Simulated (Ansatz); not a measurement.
Coupled-cluster run, `[BH2][GaH][F]`.

```yaml
crystal:
  periodic: [false, false, false]
  atoms:
    - {symbol: B, position_ang: [-0.739223, 0.444678, -0.733500]}
    - {symbol: Ga, position_ang: [0.623620, -0.247761, 0.676448]}
    - {symbol: F, position_ang: [1.146533, -1.912032, 0.373115]}
    - {symbol: H, position_ang: [-1.917411, 0.307059, -0.583882]}
    - {symbol: H, position_ang: [-0.379439, 0.997716, -1.730597]}
    - {symbol: H, position_ang: [1.307918, 0.346338, 1.952316]}
basis:
  gaussian: {orbitals: def2-TZVPP}
correlation: {method: ccsd_t}
output: {orbitals: {seedname: orbitals}}
```

```sh
$ ansatz run in.yaml --threads 2 --pin off --events-out ev --progress --plain --max-ram 4352MiB
```

Log, shortened:

```
Functional definition: HF
945 factors; integrals over basis functions are off by at most 9.0e-4 eV
mean field evaluation 1: about -55758.3311 eV, gradient 3.4e1 eV
mean field evaluation 2: about -55758.3870 eV, gradient 3.4e1 eV
mean field evaluation 4: about -55760.7906 eV, gradient 2.5e0 eV
mean field evaluation 8: about -55760.8325 eV, gradient 3.2e-1 eV
mean field -55760.83303733 eV, -2049.1728180718 hartree, gradient 3.1e-6 eV, S^2 0.000000; 0 other end points of the search recorded, 0 dependent functions left out
11 core orbitals not correlated: weight in the atoms' cores, before any rotation towards them, 1.000 or more for the frozen orbitals, at most 0.000 for the correlated occupied ones
reference -55760.83303733 eV, -2049.1728180718 hartree; 13, 13 occupied and 128, 128 virtual orbitals, 945 factors
second order -15.69399382 eV of doubles, -0.00000000 eV of singles
cycle   1  -15.55921101 eV  change    1.3e-1 eV  update   1.1e-1
cycle   2  -16.06593390 eV  change   -5.1e-1 eV  update   3.5e-2
cycle   3  -16.17803392 eV  change   -1.1e-1 eV  update   1.9e-2
cycle   4  -16.16715984 eV  change    1.1e-2 eV  update   4.8e-3
cycle   5  -16.16373780 eV  change    3.4e-3 eV  update   2.5e-3
cycle   6  -16.16497049 eV  change   -1.2e-3 eV  update   8.2e-4
cycle   7  -16.16498639 eV  change   -1.6e-5 eV  update   3.4e-4
cycle   8  -16.16483430 eV  change    1.5e-4 eV  update   1.4e-4
cycle   9  -16.16485474 eV  change   -2.0e-5 eV  update   5.1e-5
cycle  10  -16.16490304 eV  change   -4.8e-5 eV  update   2.3e-5
cycle  11  -16.16487436 eV  change    2.9e-5 eV  update   1.3e-5
perturbative correction -0.52954941 eV, -0.0194605819 hartree
Total energy: -55777.52746111 eV, -2049.7863268297 hartree
```

Hardware: 2 threads of an Arm Neoverse V2 on a shared host. Wall time 24 s, peak host memory 1 GiB.

MP2 recovers 94.0 % of the CCSD(T) correlation energy and the triples give 3.2 %; T1 = 0.0140.
